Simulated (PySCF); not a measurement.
OsO₃, SMILES [O]=[Os](=[O])=[O] (connectivity only; charge and spin as stated), neutral, multiplicity 3. Atoms are numbered in the order given.

```xyz
4

Os     0.0000     0.0000     0.0294
O      0.0000    -1.5555     0.7147
O      0.0000     0.0000    -1.7086
O      0.0000     1.5555     0.7147
```
Charge 0, spin multiplicity 3.

The structure is a stationary point at PBE0-D3(BJ)/def2-TZVP. A frequency run showed that this geometry is not a minimum. The spin state was assumed, not searched. The def2 effective core potentials stand for the cores of Os; spin–orbit coupling is left out.

These are B3LYP/def2-TZVPD in PySCF values and carry that method's errors.

Mulliken values depend strongly on the basis, most of all with diffuse functions as here. ESP charges are fitted to the potential on shells at 1.4 to 2.0 van der Waals radii. Atomic charges (e):

| atom | Mulliken | ESP fit | Mulliken spin |
|---|---|---|---|
| Os1 | 1.39 | … | 1.54 |
| O2 | -0.45 | … | -0.02 |
| O3 | -0.49 | … | 0.49 |
| O4 | -0.45 | … | -0.02 |

Task: Fill in the missing entries. (An estimate is asked for; the answer gives what the named calculation found.)

Result: 
- Os1, ESP fit: 1.18
- O2, ESP fit: -0.39
- O3, ESP fit: -0.41
- O4, ESP fit: -0.39
